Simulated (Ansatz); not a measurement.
Results of the Gaussian-basis code of Ansatz.

A structure relaxed at PBE0-D4/def2-TZVP, charge 0, multiplicity 1:

```xyz
12

Al    0.039   -2.330   -1.247
N     0.422   -1.140    0.024
Si    0.753    0.554   -0.122
Si   -0.791    1.852    1.073
H     0.006   -1.826   -2.745
H    -0.247   -3.818   -0.790
H     0.433   -1.488    0.975
H     0.678    0.889   -1.570
H     2.125    0.900    0.358
H    -0.451    3.300    1.005
H    -0.802    1.444    2.506
H    -2.167    1.662    0.533
```

**Question.** Give its formula and SMILES.

**Answer.** AlH8NSi2, `[AlH2][NH][SiH2][SiH3]`.

**Question.** Summarise the bond lengths by kind.

**Answer.** 1 × Al–N 1.783 Å; 2 × Al–H 1.580 to 1.583 Å; 1 × N–Si 1.732 Å; 1 × H–N 1.012 Å; 1 × Si–Si 2.345 Å; 5 × H–Si 1.488 to 1.493 Å.
